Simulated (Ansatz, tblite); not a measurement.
Forces on `Sc1sc(-c2sc(-c3sc(-c4sc(S)c5c4OCCO5)c4c3OCCO4)c3c2OCCO3)c2c1OCCO2` at its PBE-D4/def2-SVP geometry. Charge 0, multiplicity 1.

The xTB rows come from tblite. Single mean-field runs in def2-SVP are fitted with def2-universal-jkfit.

GFN1-xTB (tblite), largest force 1.29 eV/Å:

```xyz
56
positions Å, forces eV/Å
S     1.660   -1.857    8.239    0.347    0.604    0.121
C     1.829   -1.982    6.497    0.533   -0.371   -0.879
S     0.640   -1.315    5.395    0.457   -0.159   -0.046
C     1.493   -1.905    3.979    0.492   -0.348    0.493
C     1.000   -1.655    2.649   -0.108   -0.102   -0.618
S     0.240   -0.120    2.248    0.002   -0.428   -0.324
C    -0.034   -0.595    0.578    0.320   -0.462    0.158
C    -0.689    0.254   -0.371   -0.213    0.511   -0.189
S    -0.953   -0.214   -2.046   -0.159    0.359    0.368
C    -1.786    1.288   -2.424    0.152    0.117    0.604
C    -2.288    1.536   -3.751   -0.193    0.485   -0.573
S    -2.982    0.249   -4.720    0.148    0.452   -0.131
C    -3.306    1.321   -6.070    0.432    0.792    0.599
S    -4.103    0.762   -7.529    0.556   -0.162   -0.394
C    -2.912    2.618   -5.760   -0.084   -1.231    0.343
C    -2.324    2.738   -4.459   -0.173   -0.993    0.085
O    -1.816    3.916   -3.994   -0.258    0.352   -0.340
C    -2.337    5.035   -4.710   -0.131    0.296    0.559
C    -2.253    4.802   -6.213    0.171    0.051   -0.640
O    -3.037    3.673   -6.610    0.305    0.492    0.165
C    -1.843    2.107   -1.296    0.304   -0.856   -0.350
C    -1.215    1.530   -0.154    0.152   -0.677   -0.519
O    -1.154    2.159    1.057   -0.393    0.418   -0.011
C    -2.087    3.239    1.155   -0.120   -0.261    0.543
C    -2.072    4.084   -0.113    0.059    0.527   -0.392
O    -2.472    3.315   -1.249    0.206    0.220    0.458
C     0.468   -1.881    0.368   -0.156    0.677    0.521
C     1.035   -2.484    1.529   -0.271    0.874    0.338
O     1.512   -3.762    1.527    0.061   -0.100   -0.536
C     1.760   -4.241    0.204    0.577   -0.241    0.207
C     0.592   -3.928   -0.723   -0.492   -0.016   -0.365
O     0.399   -2.516   -0.840    0.079   -0.559    0.102
C     2.637   -2.601    4.368   -0.826    0.546    0.207
C     2.820   -2.654    5.789   -1.082    0.696   -0.014
O     3.880   -3.278    6.370    0.437   -0.151   -0.379
C     4.927   -3.573    5.441    0.417    0.224    0.471
C     4.370   -4.113    4.130   -0.112   -0.416   -0.489
O     3.536   -3.143    3.496    0.267   -0.341    0.342
H     2.411   -0.726    8.430   -0.422   -0.675   -0.214
H    -2.986    0.552   -8.296   -0.604    0.175    0.527
H    -3.396    5.218   -4.410    0.418   -0.108   -0.107
H    -1.729    5.913   -4.417   -0.207   -0.342   -0.136
H    -1.190    4.645   -6.507   -0.419    0.020    0.106
H    -2.649    5.674   -6.771    0.126   -0.320    0.242
H    -1.785    3.840    2.036   -0.094   -0.200   -0.357
H    -3.111    2.837    1.330    0.402    0.126   -0.076
H    -1.052    4.501   -0.278   -0.393   -0.191    0.041
H    -2.790    4.924   -0.029    0.249   -0.333   -0.020
H     2.694   -3.780   -0.195   -0.370   -0.152    0.180
H     1.911   -5.335    0.286   -0.085    0.406   -0.028
H     0.784   -4.308   -1.745   -0.032    0.144    0.393
H    -0.338   -4.404   -0.332    0.346    0.210   -0.140
H     5.582   -4.320    5.930   -0.267    0.252   -0.205
H     5.524   -2.652    5.241   -0.256   -0.330    0.095
H     5.191   -4.340    3.422   -0.294    0.114    0.281
H     3.791   -5.047    4.318    0.195    0.387   -0.077
```

GFN2-xTB (tblite), largest force 1.11 eV/Å:

```
S 0.299 0.402 0.080
C 0.607 -0.356 -0.859
S 0.346 -0.153 -0.166
C 0.416 -0.304 0.224
C 0.013 -0.200 -0.329
S -0.050 -0.318 -0.393
C 0.178 -0.279 -0.033
C -0.079 0.324 0.004
S -0.080 0.262 0.428
C 0.021 0.210 0.318
C -0.085 0.456 -0.314
S 0.150 0.393 0.020
C 0.472 0.827 0.550
S 0.408 -0.057 -0.294
C -0.050 -0.732 0.214
C -0.180 -0.750 0.030
O -0.250 0.267 -0.202
C -0.063 0.169 0.440
C 0.056 -0.014 -0.487
O 0.283 0.328 0.146
C 0.260 -0.601 -0.202
C 0.028 -0.402 -0.321
O -0.326 0.273 -0.006
C -0.005 -0.254 0.409
C 0.005 0.356 -0.330
O 0.196 0.220 0.279
C -0.121 0.362 0.349
C -0.184 0.637 0.178
O 0.135 -0.070 -0.375
C 0.399 -0.173 0.212
C -0.362 0.087 -0.302
O 0.013 -0.415 0.098
C -0.632 0.388 0.209
C -0.652 0.407 -0.017
O 0.315 -0.050 -0.321
C 0.239 0.154 0.405
C -0.111 -0.256 -0.390
O 0.148 -0.306 0.235
H -0.315 -0.492 -0.159
H -0.443 0.123 0.390
H 0.455 -0.154 -0.135
H -0.231 -0.463 -0.097
H -0.465 -0.013 0.140
H 0.113 -0.461 0.237
H -0.067 -0.329 -0.411
H 0.454 0.122 -0.120
H -0.425 -0.250 0.041
H 0.284 -0.424 -0.107
H -0.429 -0.133 0.205
H -0.090 0.511 0.050
H -0.083 0.263 0.454
H 0.392 0.258 -0.125
H -0.372 0.339 -0.166
H -0.320 -0.347 0.093
H -0.410 0.171 0.283
H 0.195 0.450 -0.060
```

r2SCAN-D4/def2-SVP (Ansatz), largest force 0.31 eV/Å:

```
S 0.179 0.221 -0.119
C 0.094 -0.083 -0.123
S 0.237 -0.130 -0.028
C 0.104 -0.089 0.096
C -0.006 -0.061 -0.153
S 0.053 -0.207 -0.127
C 0.057 -0.126 0.009
C -0.058 0.127 -0.009
S -0.064 0.201 0.130
C 0.028 0.071 0.147
C -0.044 0.113 -0.108
S 0.048 0.271 -0.056
C 0.050 0.133 0.083
S 0.301 0.023 -0.027
C -0.008 -0.061 -0.015
C -0.010 -0.033 0.024
O -0.150 -0.104 -0.209
C -0.085 0.093 0.003
C 0.113 0.085 -0.026
O 0.116 -0.079 0.250
C 0.014 -0.019 -0.030
C 0.000 -0.036 -0.011
O -0.118 0.016 -0.244
C -0.121 0.046 0.051
C 0.072 0.109 0.043
O 0.164 -0.177 0.146
C -0.020 0.027 0.017
C 0.010 0.031 0.023
O -0.100 0.207 -0.165
C 0.097 -0.033 -0.094
C -0.057 -0.127 0.002
O 0.055 -0.044 0.261
C -0.035 0.016 -0.009
C -0.045 0.035 0.029
O -0.108 0.084 -0.253
C 0.131 0.029 -0.041
C 0.022 -0.125 0.013
O -0.058 0.014 0.269
H -0.158 -0.240 -0.041
H -0.230 0.041 0.161
H 0.239 -0.073 -0.057
H -0.133 -0.221 -0.075
H -0.252 0.001 0.064
H 0.080 -0.220 0.141
H -0.056 -0.145 -0.220
H 0.244 0.060 -0.051
H -0.225 -0.118 0.014
H 0.160 -0.215 -0.022
H -0.214 -0.079 0.113
H -0.051 0.263 -0.010
H -0.034 0.105 0.246
H 0.200 0.140 -0.078
H -0.175 0.173 -0.116
H -0.161 -0.190 0.059
H -0.195 0.071 0.171
H 0.101 0.227 -0.044
```
